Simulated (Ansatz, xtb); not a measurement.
Relative energy of two isomers of ClH5O2SbSi+

Structure I: `O[SiH2][OH+][SbH][Cl]`, a singlet. Structure II: `O[Si@H](Cl)[OH+][SbH2]`, a singlet. Both are isolated ions in the gas phase, relaxed with BLYP-D3(BJ)/def2-SVP; the shapes shown needn't be the lowest conformers.

I (Å):

```xyz
10

Cl    3.6248    1.7864    1.6235
O    -1.0793    1.7084    0.1587
O     1.0142    0.4193    0.4094
Sb    1.5049    2.5929    0.8802
Si   -0.6696    0.0806    0.0412
H    -1.7917    2.1125   -0.3743
H    -1.1986   -0.7690    1.1365
H    -0.7908   -0.4647   -1.3340
H     1.6471   -0.2352    0.7818
H     0.7560    2.4074    2.4456
```

II (Å):

```yaml
atoms:
  - { symbol: Cl, position_ang: [-0.6108, 0.6314, -3.2005] }
  - { symbol: O, position_ang: [0.3240, 1.1685, -0.2555] }
  - { symbol: O, position_ang: [-0.4969, -1.2453, -0.9503] }
  - { symbol: Sb, position_ang: [-2.5603, -1.8259, -1.6269] }
  - { symbol: Si, position_ang: [0.4598, 0.1275, -1.5124] }
  - { symbol: H, position_ang: [0.8799, 1.9659, -0.1586] }
  - { symbol: H, position_ang: [1.8153, -0.3706, -1.8293] }
  - { symbol: H, position_ang: [-0.1896, -1.6989, -0.1335] }
  - { symbol: H, position_ang: [-2.4690, -3.0071, -0.3484] }
  - { symbol: H, position_ang: [-1.8541, -2.9686, -2.7306] }
```

Question: Estimate which is lower in electronic energy at CCSD(T)/def2-SVP + ΔMP2/def2-TZVPP, and by roughly how much.

Answer: The CCSD(T)/def2-SVP + ΔMP2/def2-TZVPP calculation puts structure II lower, by 7.6 kcal/mol.

How the difference moves with the method:

```tsv
level	geometry	E(II) − E(I) (kcal/mol)	departure from the last row (kcal/mol)	job, with rough time for the two
BLYP-D3(BJ)/def2-SVP	BLYP-D3(BJ)/def2-SVP	−3.0	+4.7	optimisation, 44 s
HF/def2-SVP	BLYP-D3(BJ)/def2-SVP	−6.7	+0.9	part of the CCSD(T) run
MP2/def2-SVP	BLYP-D3(BJ)/def2-SVP	−7.6	0.0	part of the CCSD(T) run
CCSD(T)/def2-SVP	BLYP-D3(BJ)/def2-SVP	−7.4	+0.2	single point
CCSD(T)/def2-SVP + ΔMP2/def2-TZVPP	BLYP-D3(BJ)/def2-SVP	−7.6		single point, 31 s
```

As drawn, II has 1 Cl–Si, 1 Sb–H in place of 1 Cl–Sb, 1 Si–H.

None of the levels shown reverses the order. The largest departure from CCSD(T)/def2-SVP + ΔMP2/def2-TZVPP is that of BLYP-D3(BJ)/def2-SVP, 4.7 kcal/mol. Levels run at GFN2-xTB geometries aren't shown. The last row adds to CCSD(T) the change of the MP2 difference between the two basis sets, here −0.2 kcal/mol.

With harmonic frequencies from BLYP-D3(BJ)/def2-SVP (ideal gas, rigid rotor, one conformer each, 400 K, 1 atm): on the last row, ΔE + ΔZPE = −8.5 kcal/mol. A mode under 50 cm⁻¹ makes harmonic enthalpies and free energies unreliable, so none is given.

The correlated steps freeze 16 core orbitals; the filled d shell of Sb is correlated, in a basis made for valence electrons. Atoms past krypton carry core potentials in the def2 sets and no spin–orbit term is included. Run with Ansatz 0.2.0; the last row on 2 threads of Intel(R) Xeon(R) 6975P-C (Granite Rapids) on a shared host.
